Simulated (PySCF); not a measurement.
CrCl3, SMILES [Cl][Cr]([Cl])[Cl] (connectivity only; charge and spin as stated), neutral, multiplicity 4. Atoms are numbered in the order given.

```xyz
4

Cr     0.0000     0.0000     0.0000
Cl     2.1401     0.0000     0.0000
Cl    -1.0701    -1.8534     0.0000
Cl    -1.0701     1.8534     0.0000
```
Charge 0, spin multiplicity 4.

The structure is a stationary point at B3LYP-D3(BJ)/def2-SVP. The geometry has at least one imaginary mode, so it is a saddle point at that level. The spin state was assumed, not searched.

Level of theory: B3LYP/def2-TZVPD run with PySCF.

The total energy is -2425.33205 hartree and the point group comes out as D3h. The α spin, highest occupied and lowest empty level is -8.34 and -5.05 eV and the β spin, highest occupied and lowest empty level comes out as -9.35 and -3.35 eV. The dipole moment is 0.00 D, the quadrupole, principal values (traceless, Buckingham form, about the centre of nuclear charge) comes out as -2.00, -2.00, 4.01 D·Å and the mean static polarisability comes out as 81.4 bohr³ (12.07 Å³). The polarisability, principal values is 53.0, 95.7, 95.7 bohr³. The ⟨S²⟩ is 3.824 (pure state 3.75).
